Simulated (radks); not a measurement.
Results of a calculation; reference values are marked as such.
Spherical quantum dot in the effective-mass picture: electrons in a well V = -V0 / (1 + exp((r - R)/a)) with V0 = 19.4, R = 3.41, a = 0.18, all in effective atomic units (hartree* = m*/eps^2 hartree, bohr* = eps/m* bohr), one dielectric constant everywhere. Level of theory: non-relativistic Kohn-Sham, PBE, spin-polarised, spherical densities (a radial shooting solver with Libxc functionals). Levels are named by radial order and angular momentum (1s, 1p, 1d, 2s, ...), and open shells are averaged over m.

N = 26, configuration 1s2 1p6 1d10 1f(up 7, down 1). This is the lowest configuration that the search found. Occupied and some empty levels:

| level | occupation | eigenvalue (hartree*) | <r> (bohr*) |
|---|---|---|---|
| 1s up | 1 | -8.9691 | 2.234 |
| 1s down | 1 | -8.9034 | 2.215 |
| 1p up | 3 | -8.7292 | 2.331 |
| 1p down | 3 | -8.6578 | 2.321 |
| 1d up | 5 | -8.3199 | 2.417 |
| 1d down | 5 | -8.2440 | 2.410 |
| 1f up | 7 | -7.7658 | 2.490 |
| 1f down | 1 | -7.6865 | 2.486 |
| 2s up | 0 | -7.3966 | 1.564 |
| 2s down | 0 | -7.3704 | 1.566 |
| 1g up | 0 | -7.0815 | 2.554 |
| 1g down | 0 | -6.9999 | 2.552 |
| 2p up | 0 | -6.6666 | 1.832 |
| 2p down | 0 | -6.6319 | 1.830 |
| 2d up | 0 | -5.8073 | 2.010 |
| 2d down | 0 | -5.7650 | 2.007 |

Energy (hartree*): total -340.404, kinetic 34.120, external -490.60, Hartree 129.56, exchange-correlation -13.483.
